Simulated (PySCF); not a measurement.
C4H11O2Si, doublet, at a GFN2-xTB geometry, with bond 10-1 at 1.8 times its length; PySCF with HF/STO-3G.

PySCF was given this input:
```python
from pyscf import gto, scf

mol = gto.Mole()
mol.atom = '''
    C    -3.236073   -0.472017    0.214621
    C    -2.172387    0.100559    1.139311
    O    -0.910195    0.170747    0.558787
    Si   -0.089285   -0.892831   -0.373844
    O     1.427478   -0.351861   -0.466537
    C     1.887663    0.976425   -0.577948
    C     3.318325    1.061068   -0.072607
    H    -4.205226   -0.442831    0.705113
    H    -3.285859    0.108675   -0.702875
    H    -2.796909   -2.324644   -0.237443
    H    -2.439201    1.124046    1.429212
    H    -2.112489   -0.509530    2.050712
    H    -0.717699   -0.976577   -1.691457
    H     1.238472    1.642136   -0.000112
    H     1.838278    1.272705   -1.633379
    H     3.690356    2.077413   -0.174916
    H     3.359208    0.769301    0.973628
    H     3.952804    0.388242   -0.643844
'''
mol.basis = 'sto-3g'
mol.charge = 0
mol.spin = 1
mol.verbose = 4
mol.build()

mf = scf.UHF(mol)
mf.kernel()
mo_i, mo_e, stable_i, stable_e = mf.stability(internal=True, external=True, return_status=True, nroots=6, tol=1e-6)
print('internally stable:', stable_i, ' externally stable:', stable_e)
if not stable_i:
    umf = mf.copy()
    umf.scf_summary = {}
    umf.kernel(umf.make_rdm1(mo_i, mf.mo_occ))
mf.analyze()
```

What the program printed (banner, timings and long lists left out):

```
PySCF version 2.14.0

[INPUT] verbose = 4
[INPUT] num. atoms = 18
[INPUT] num. electrons = 65
[INPUT] charge = 0
[INPUT] spin (= nelec alpha-beta = 2S) = 1
[INPUT] symmetry False subgroup None
[INPUT] Mole.unit = angstrom
[INPUT] Symbol           X                Y                Z      unit          X                Y                Z       unit  Magmom
[...]
nuclear repulsion = 386.052022202003
number of shells = 34
number of NR pGTOs = 150
number of NR cGTOs = 50
basis = sto-3g
ecp = {}

******** <class 'pyscf.scf.uhf.UHF'> ********
method = UHF
initial guess = minao
damping factor = 0
level_shift factor = 0
DIIS = <class 'pyscf.scf.diis.CDIIS'>
diis_start_cycle = 1
diis_space = 8
diis_damp = 0
SCF conv_tol = 1e-09
SCF conv_tol_grad = None
SCF max_cycles = 50
direct_scf = True
direct_scf_tol = 1e-13
number electrons alpha = 33  beta = 32
Set gradient conv threshold to 3.16228e-05
init E= -589.95191668089

cycle= 1 E= -588.928744271024  delta_E= 1.02  |g|= 0.45  |ddm|= 3.59
cycle= 2 E= -589.075544168076  delta_E= -0.147  |g|= 0.146  |ddm|= 0.833
cycle= 3 E= -589.090538003529  delta_E= -0.015  |g|= 0.0337  |ddm|= 0.231
cycle= 4 E= -589.092046832341  delta_E= -0.00151  |g|= 0.0122  |ddm|= 0.0923
cycle= 5 E= -589.09225228349  delta_E= -0.000205  |g|= 0.00597  |ddm|= 0.0272
cycle= 6 E= -589.092395926224  delta_E= -0.000144  |g|= 0.00605  |ddm|= 0.023
cycle= 7 E= -589.092352202925  delta_E= 4.37e-05  |g|= 0.00538  |ddm|= 0.00615
cycle= 8 E= -589.092257549624  delta_E= 9.47e-05  |g|= 0.00178  |ddm|= 0.0291
cycle= 9 E= -589.092260006569  delta_E= -2.46e-06  |g|= 0.000547  |ddm|= 0.00946
cycle= 10 E= -589.092260611477  delta_E= -6.05e-07  |g|= 0.000219  |ddm|= 0.00226
cycle= 11 E= -589.092260724824  delta_E= -1.13e-07  |g|= 5.65e-05  |ddm|= 0.00104
cycle= 12 E= -589.092260731219  delta_E= -6.39e-09  |g|= 2.45e-05  |ddm|= 0.000202
cycle= 13 E= -589.09226073249  delta_E= -1.27e-09  |g|= 9.94e-06  |ddm|= 8.78e-05
cycle= 14 E= -589.092260732711  delta_E= -2.22e-10  |g|= 3.71e-06  |ddm|= 3.99e-05
Extra cycle  E= -589.092260732733  delta_E= -2.13e-11  |g|= 2.42e-06  |ddm|= 7.33e-06
converged SCF energy = -589.092260732733  <S^2> = 0.75376371  2S+1 = 2.0037602
uhf_internal: lowest eigs of H = [-0.42645186  0.41685434  0.45872698  0.48197513  0.53021858  0.53534916]
<class 'pyscf.scf.uhf.UHF'> wavefunction has an internal instability
uhf_real2complex: lowest eigs of H = [0.21034053 0.21390779 0.24494615 0.24630279 0.26400716 0.28797894]
<class 'pyscf.scf.uhf.UHF'> wavefunction is stable in the real -> complex stability analysis
uhf_external: lowest eigs of H = [-2.13229102e-01 -1.05651491e-07  2.11920498e-01  2.18962438e-01
  2.43415139e-01  2.47441623e-01]
<class 'pyscf.scf.uhf.UHF'> wavefunction has an UHF/UKS -> GHF/GKS instability
internally stable: False  externally stable: False

******** <class 'pyscf.scf.uhf.UHF'> ********
method = UHF
initial guess = minao
damping factor = 0
level_shift factor = 0
DIIS = <class 'pyscf.scf.diis.CDIIS'>
diis_start_cycle = 1
diis_space = 8
diis_damp = 0
SCF conv_tol = 1e-09
SCF conv_tol_grad = None
SCF max_cycles = 50
direct_scf = True
direct_scf_tol = 1e-13
number electrons alpha = 33  beta = 32
Set gradient conv threshold to 3.16228e-05
init E= -589.116087454623
cycle= 1 E= -589.139182182879  delta_E= -0.0231  |g|= 0.0481  |ddm|= 0.228
cycle= 2 E= -589.143456373013  delta_E= -0.00427  |g|= 0.0229  |ddm|= 0.0972
cycle= 3 E= -589.144863808453  delta_E= -0.00141  |g|= 0.00347  |ddm|= 0.0893
cycle= 4 E= -589.144892308661  delta_E= -2.85e-05  |g|= 0.00132  |ddm|= 0.0119
cycle= 5 E= -589.144895841471  delta_E= -3.53e-06  |g|= 0.000563  |ddm|= 0.00502
cycle= 6 E= -589.14489645238  delta_E= -6.11e-07  |g|= 0.00022  |ddm|= 0.00181
cycle= 7 E= -589.144896552079  delta_E= -9.97e-08  |g|= 5.97e-05  |ddm|= 0.000853
cycle= 8 E= -589.144896559594  delta_E= -7.51e-09  |g|= 2.21e-05  |ddm|= 0.000241
cycle= 9 E= -589.14489656051  delta_E= -9.16e-10  |g|= 9.74e-06  |ddm|= 6.45e-05
[...]
converged SCF energy = -589.144896560634  <S^2> = 1.50256  2S+1 = 2.6476858
Total Energy =                        -589.092260732732598
[...]
To work with the spin densities directly, `use mulliken_meta_spin()` only printing them here.

 ** Mulliken spin pop alpha/beta on meta-lowdin orthogonal AOs **
 ** Mulliken Spin Density (per AO)  **
spin_pop of  0 C 1s        0.00000
spin_pop of  0 C 2s       -0.00019
spin_pop of  0 C 2px       0.00019
spin_pop of  0 C 2py      -0.00142
spin_pop of  0 C 2pz      -0.00024
spin_pop of  1 C 1s        0.00000
spin_pop of  1 C 2s       -0.00195
spin_pop of  1 C 2px      -0.00584
spin_pop of  1 C 2py      -0.00232
spin_pop of  1 C 2pz      -0.00268
spin_pop of  2 O 1s       -0.00000
spin_pop of  2 O 2s        0.00244
spin_pop of  2 O 2px       0.00790
spin_pop of  2 O 2py       0.09693
spin_pop of  2 O 2pz      -0.00400
spin_pop of  3 Si 1s        0.00000
spin_pop of  3 Si 2s        0.00000
spin_pop of  3 Si 3s        0.22018
spin_pop of  3 Si 2px      -0.00004
spin_pop of  3 Si 2py       0.00011
spin_pop of  3 Si 2pz      -0.00003
spin_pop of  3 Si 3px       0.00955
spin_pop of  3 Si 3py       0.46649
spin_pop of  3 Si 3pz       0.09345
spin_pop of  4 O 1s        0.00000
spin_pop of  4 O 2s        0.01382
spin_pop of  4 O 2px      -0.01714
spin_pop of  4 O 2py      -0.00337
spin_pop of  4 O 2pz       0.00733
spin_pop of  5 C 1s       -0.00000
spin_pop of  5 C 2s        0.00660
spin_pop of  5 C 2px       0.00557
spin_pop of  5 C 2py       0.02430
spin_pop of  5 C 2pz       0.00217
spin_pop of  6 C 1s        0.00000
spin_pop of  6 C 2s       -0.00079
spin_pop of  6 C 2px      -0.00213
spin_pop of  6 C 2py      -0.00055
spin_pop of  6 C 2pz      -0.00054
spin_pop of  7 H 1s       -0.00013
spin_pop of  8 H 1s       -0.00002
spin_pop of  9 H 1s        0.00276
spin_pop of  10 H 1s        0.00366
spin_pop of  11 H 1s        0.00388
spin_pop of  12 H 1s        0.07808
spin_pop of  13 H 1s       -0.00269
spin_pop of  14 H 1s       -0.00107
spin_pop of  15 H 1s        0.00093
spin_pop of  16 H 1s        0.00039
spin_pop of  17 H 1s        0.00039
 ** Mulliken Spin Density (per atom)  **
spin density of  0 C =     -0.00166
spin density of  1 C =     -0.01278
spin density of  2 O =      0.10327
spin density of  3 Si =      0.78971
spin density of  4 O =      0.00063
spin density of  5 C =      0.03865
spin density of  6 C =     -0.00401
spin density of  7 H =     -0.00013
spin density of  8 H =     -0.00002
spin density of  9 H =      0.00276
spin density of  10 H =      0.00366
spin density of  11 H =      0.00388
spin density of  12 H =      0.07808
spin density of  13 H =     -0.00269
spin density of  14 H =     -0.00107
spin density of  15 H =      0.00093
spin density of  16 H =      0.00039
spin density of  17 H =      0.00039
 ** Mulliken pop alpha/beta on meta-lowdin orthogonal AOs **
 ** Mulliken pop       alpha | beta **
In total            33.00000 | 32.00000
 ** Mulliken atomic charges   ( Nelec_alpha | Nelec_beta ) **
charge of  0C =     -0.04217  (     3.02025      3.02191 )
charge of  1C =      0.05647  (     2.96537      2.97815 )
charge of  2O =     -0.35643  (     4.22985      4.12658 )
charge of  3Si =      0.71494  (     7.03739      6.24767 )
charge of  4O =     -0.36485  (     4.18274      4.18211 )
charge of  5C =      0.05947  (     2.98959      2.95094 )
charge of  6C =     -0.10741  (     3.05170      3.05571 )
charge of  7H =      0.03773  (     0.48107      0.48120 )
charge of  8H =      0.03759  (     0.48120      0.48121 )
charge of  9H =     -0.05620  (     0.52948      0.52672 )
charge of  10H =      0.03430  (     0.48468      0.48102 )
charge of  11H =      0.01942  (     0.49223      0.48835 )
charge of  12H =     -0.17170  (     0.62489      0.54681 )
charge of  13H =      0.01869  (     0.48931      0.49200 )
charge of  14H =      0.01246  (     0.49323      0.49431 )
charge of  15H =      0.03381  (     0.48356      0.48263 )
charge of  16H =      0.03621  (     0.48209      0.48170 )
charge of  17H =      0.03766  (     0.48137      0.48098 )
Dipole moment(X, Y, Z, Debye): -1.28194,  0.03605,  0.37220
```
